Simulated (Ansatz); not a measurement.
This geometry of BrH + ClF2HSi (7 atoms, charge 0, multiplicity 1) is a first-order saddle point.

The calculation used Ansatz 0.2.0, UKS PBE0-D4/def2-SVP.

```xyz
7
Properties=species:S:1:pos:R:3
Si -0.409 -0.095 -0.490
Cl 1.447 -1.036 0.671
F -0.561 -1.589 -1.098
F -1.971 0.151 -0.165
H 0.184 0.724 -1.556
H 1.240 0.249 1.343
Br 0.069 1.597 1.296
```

Problem. Which two structures does it join? (They come from a converged band through this point; their orientation in space is the band's.)

Solution. Bonds broken: Si1–Cl2, H6–Br7. Bonds formed: Si1–Br7, Cl2–H6. BrH + ClF2HSi becomes BrF2HSi + ClH.

Initial state:

```xyz
7
Properties=species:S:1:pos:R:3
Si -0.391 -0.579 -0.764
Cl 0.995 -1.378 0.508
F -0.728 -1.688 -1.872
F -1.737 -0.304 0.058
H 0.093 0.646 -1.413
H 1.168 1.013 1.878
Br 0.599 2.291 1.605
```

Final state:

```xyz
7
Properties=species:S:1:pos:R:3
Si -0.749 0.351 -0.453
Cl 2.495 -0.677 0.766
F -0.612 -1.067 0.313
F -2.220 0.365 -1.095
H 0.256 0.443 -1.521
H 1.430 -1.372 0.975
Br -0.600 1.957 1.016
```

Problem. How far does it lie above each of them?

Solution. 1.42 eV above the first and 1.38 eV above the second. This is the barrier of this one path; another mechanism may lie lower. The orbitals were unrestricted but ended closed-shell.

Run time: 11 min on 4 threads of Arm Neoverse N1 (shared host), peak memory 0.41 GiB.
